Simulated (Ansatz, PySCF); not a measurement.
Noncovalent pair: CH3Cl (SMILES CCl) (first 5 atoms) with CHN (SMILES C#N); geometry from B3LYP-D3(BJ)/def2-TZVP.
(charge 0, multiplicity 1):
```xyz
8

C      0.542    -0.460     1.100
Cl    -1.004     0.406     1.419
H      0.304    -1.393     0.600
H      1.154     0.174     0.466
H      1.029    -0.642     2.053
C      0.016     0.112     4.610
N      1.024    -0.428     4.682
H     -0.922     0.612     4.521
```

Counterpoise-corrected where a basis set is named; no monomer relaxation. Rows marked so take none.

Rows in 6-31G*, STO-3G carry no dispersion term and start afresh at each structure (6-31G* with six Cartesian d functions).

The values were computed with Ansatz (a program for electronic structure) with Gaussian orbitals; PySCF for 6-31G* rows, STO-3G rows, the dispersion terms. 

Task: One of these levels gives -161.8 meV for the interaction energy. Which?
A) HF/STO-3G (no counterpoise)
B) M06-2X/6-31G* (no counterpoise)
C) PBE-D4/def2-TZVPPD
D) B3LYP/6-31G*

Result: B, M06-2X/6-31G* (no counterpoise). The others give -52.1 (HF/STO-3G (no counterpoise)), -141.9 (PBE-D4/def2-TZVPPD), -67.7 (B3LYP/6-31G*)
